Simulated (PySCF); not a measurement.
# Bond lengths and vibrations by method: BCClH3Si cation

Calculated results; nothing here was measured. They come from PySCF 2.14.0, an open-source quantum chemistry program, on an isolated molecule that a program drew, which may never have been made. The molecule is BCClH3Si cation (charge +1, singlet), drawn as the SMILES string `[BH+]C=[SiH]Cl`.

The geometry was optimised and harmonic frequencies were computed with HF and MP2, all in the cc-pV(D+d)Z basis, for the commonest isotopes, with a restricted reference for singlets and an unrestricted one otherwise, and a frozen core in MP2. Each result is a local minimum of its method.

Geometry at the HF minimum:
```xyz
7
BCClH3Si cation, angstrom
B    -0.6845    0.1128   -1.7574
C    -0.1362   -0.7812   -0.8121
Si    0.7771   -2.1925   -1.2606
Cl    1.5297   -3.4216    0.0888
H    -1.1318    0.8435   -2.5580
H    -0.2968   -0.5708    0.2458
H     1.0405   -2.5513   -2.6478
```

Lengths of the bonds as drawn, in Å (atoms numbered as above):
| bond | HF | MP2 |
|---|---|---|
| B1-C2 | 1.412 | 1.421 |
| C2-Si3 | 1.740 | 1.754 |
| Si3-Cl4 | 1.974 | 1.977 |
| B1-H5 | 1.173 | 1.183 |
| C2-H6 | 1.091 | 1.102 |
| Si3-H7 | 1.457 | 1.465 |

Rotational constants, in GHz:
| constant | HF | MP2 |
|---|---|---|
| A | 26.9 | 26.73 |
| B | 2.128 | 2.124 |
| C | 1.972 | 1.968 |

Harmonic frequencies in cm^-1, each column in rising order, so a row needn't be the same motion in every method:
```
rank    HF   MP2
   1   124   114
   2   151   133
   3   285   253
   4   585   530
   5   636   616
   6   653   623
   7   771   729
   8   818   750
   9   895   854
  10   938   888
  11  1086  1004
  12  1499  1449
  13  2459     ?
  14  2977  2886
  15  3283  3189
```

**Estimate the missing MP2 frequency from the HF column.**

A single factor s that minimises the squared misfit of MP2 against s times HF over the other rows is sum(HF x MP2) / sum(HF^2) = 0.9636, with an rms misfit of 22 cm^-1. For rank 13 it gives 0.9636 x 2459 = 2369 cm^-1. The calculation gives 2390 cm^-1, 21 cm^-1 above the estimate. The drawn bonds are on average 0.7 % longer in MP2 than in HF.
